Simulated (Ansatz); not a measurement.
`[CH3][Ge]([NH2])([F])[F]` and `C[O][Ge]([CH3])([NH2])[F]` differ in one atom or group.

Ansatz, PBE0-D4/def2-TZVP geometries, multiplicity 1. Each molecule was computed in one conformer, which needn't be the lowest.

Scalar relativity is left out up to krypton.

| property | `[CH3][Ge]([NH2])([F])[F]` |
| --- | --- |
| LUMO energy (PBE/def2-TZVPP) / eV | -0.67 |
| HOMO energy (B3LYP/def2-TZVPP) / eV | -7.99 |
| HOMO–LUMO gap (B3LYP/def2-TZVPP) / eV | 7.84 |
| LUMO energy (ωB97M-V/def2-TZVPP) / eV | 1.77 |
| size of the dipole moment (PBE/def2-TZVPP) / D | 2.91 |
| HOMO–LUMO gap (ωB97M-V/def2-TZVPP) / eV | 12.46 |

(1) Give the same properties after the change, and the shifts. (Estimate.)

## Answers

(1) The calculation gave: 
| property | `C[O][Ge]([CH3])([NH2])[F]` | shift |
| --- | --- | --- |
| LUMO energy (PBE/def2-TZVPP) / eV | -0.41 | 0.26 |
| HOMO energy (B3LYP/def2-TZVPP) / eV | -7.53 | 0.46 |
| HOMO–LUMO gap (B3LYP/def2-TZVPP) / eV | 7.65 | -0.19 |
| LUMO energy (ωB97M-V/def2-TZVPP) / eV | 1.99 | 0.22 |
| size of the dipole moment (PBE/def2-TZVPP) / D | 1.39 | -1.52 |
| HOMO–LUMO gap (ωB97M-V/def2-TZVPP) / eV | 12.20 | -0.26 |

With PBE0 the HOMO rises by 0.46 eV and the LUMO rises by 0.25 eV, so the gap narrows by about 0.21 eV. PBE moves the HOMO by 0.47 eV and ωB97M-V by 0.48 eV. Dipoles are sizes alone; their direction can turn.

B3LYP here is the variant with VWN-RPA as its local correlation; programs differ in this.
